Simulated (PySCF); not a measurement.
Compound: C4H4O2S.
SMILES with atom numbers: `[O:1]=[S:2]1(=[O:3])[CH:4]=[CH:5][CH:6]=[CH:7]1` (hydrogens: H8 on C4; H9 on C5; H10 on C6; H11 on C7)

Geometry (PBE0-D3(BJ)/def2-SVP, Å), atoms numbered from 1 in this order:
```
atom  x, y, z in Å
O1     2.101    0.118    1.288
S2     1.361   -0.231    0.082
O3     2.059   -0.790   -1.067
C4     0.325    1.133   -0.428
C5    -0.961    0.799   -0.285
C6    -1.179   -0.566    0.244
C7    -0.053   -1.242    0.492
H8     0.775    2.057   -0.790
H9    -1.795    1.459   -0.530
H10   -2.181   -0.966    0.409
H11    0.093   -2.250    0.878
```

Linear response at CAM-B3LYP/def2-SVPD (PySCF, frozen core in the response, non-relativistic).

Static isotropic polarisability: 67.93 au (10.07 Å³), principal values 53.3, 66.8, 83.6 au.

(1) What is the polarisability at 1064 nm and at the sodium D line?

(2) What is the isotropic C6 coefficient between two such molecules, C6 = (3/π)∫α(iω)² dω?

(3) Which effective excitation energy ω̄ makes London's formula C6 = (3/4)α²ω̄ exact here?

(4) What molar refraction at the D line follows from R = (4π/3)·N_A·α′, with α′ the polarisability volume?

(5) What n − 1 at the D line would an ideal gas of it have at 273.15 K and 1 atm (2.6868 × 10¹⁹ cm⁻³), by n − 1 = 2π·N·α′?

(6) How many electrons N does the Slater–Kirkwood formula C6 = (3/4)·√N·α^(3/2) need to give this C6?

(7) The lowest 6 singlets have (eV, f): 4.31, 0.025; 4.86, 0.000; 5.69, 0.063; 6.30, 0.005; 6.55, 0.027; 7.28, 0.000. What share of the static polarisability do they carry in the sum over states α = Σ f/ω²?

## Answers

(1) 68.58 au at 1064 nm (+0.9 %), 70.15 au at 589.3 nm (+3.3 %). The rise at 589.3 nm is 3.45 times that at 1064 nm; a pure ω² law gives 3.26. The lowest singlet lies at 288 nm, shorter than both wavelengths.

(2) 1928 au (Eh·bohr⁶) by a ten-point quadrature over imaginary frequencies, which is 1150 eV·Å⁶ or 111 J·nm⁶/mol.

(3) ω̄ = 4·C6/(3α²) = 0.557 Eh = 15.2 eV. A one-pole form α(ω) = α/(1 − ω²/ω̄²) fitted to the 1064 nm value gives 12.0 eV. London's choice of the ionisation energy (9.99 eV, ΔSCF at the same level) gives C6 = 1270 au, 34 % too low.

(4) α′ = 10.40 Å³ gives R = 26.22 cm³/mol, for isolated, non-vibrating species.

(5) 17.55 × 10⁻⁴, a formal value whether or not that pressure can be reached.

(6) N = (4·C6/3)²/α³ = 21.1; the species has 60 electrons in all.

(7) 3.00 au, 4.4 % of α; the largest term, 1.45 au, is that of the state at 5.69 eV. Their oscillator strengths add up to 0.12. Higher states carry the rest.
